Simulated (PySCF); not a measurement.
Zinc: a sound run and one with changed settings

Sound run: Zn⁺ [Ar] 3d10 4s1, Zn²⁺ [Ar] 3d10. All numbers are calculated (PySCF 2.14, scalar relativity through the core potential, in cc-pVDZ-PP with ECP10MDF). The sound run starts from symmetry-adapted Hartree-Fock orbitals and uses a fine grid where one is needed.

A second run was set up differently.

```csv
species,method,sound run (hartree),changed run (hartree),converged
Zn⁺,UHF,-225.66168,-225.66168,yes
Zn⁺,TPSS,-226.68313,-226.68179,yes
Zn⁺,PBE,-226.75027,-226.75019,yes
Zn²⁺,UHF,-225.04577,-225.04577,yes
Zn²⁺,TPSS,-226.01629,-226.01496,yes
Zn²⁺,PBE,-226.07127,-226.07123,yes
```

Ionisation energy of Zn⁺:

```csv
method,sound run (eV),changed run (eV)
UHF,16.760,16.760
TPSS,18.146,18.145
PBE,18.476,18.475
```

Problem. What was changed?
A. too few SCF iterations
B. a valence shell is frozen
C. minimal basis
D. radial grid too coarse

Solution. D. It used radial step 0.3 in ln r (0.13 in the sound run). A coarse radial grid mis-integrates the density and the exchange-correlation energy, with errors of either sign; Hartree-Fock needs no grid.
